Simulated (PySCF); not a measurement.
LDA on He+ (helium, charge +1)

Configuration: 1s1, 2S determinant. Computed with PySCF 2.14 in x2c-TZVPall, with scalar relativity by spin-free X2C-1e.

```json
{
 "Total energy": "-1.9403 hartree",
 "One-electron energy": "-1.9971 hartree",
 "Hartree (Coulomb) energy": "0.6082 hartree",
 "Exchange-correlation energy": "-0.5514 hartree",
 "⟨S²⟩": "0.7500",
 "⟨L²⟩": "0.000",
 "Sum of ⟨r⟩": "0.7736 bohr",
 "Sum of ⟨r²⟩": "0.8068 bohr²",
 "Langevin diamagnetic susceptibility": "-0.639 ×10⁻⁶ cm³/mol",
 "Time after the integrals": "0.03 s of wall time on 1 thread of Neoverse-N1 (shared host)"
}
```

```
shell  electrons  mean orbital energy (eV)  rms radius, mean of both spins (bohr)
 1s α          1                   -41.086                                  0.898
```

For one electron the Hartree and exchange-correlation energies should cancel; what remains is the self-interaction error.
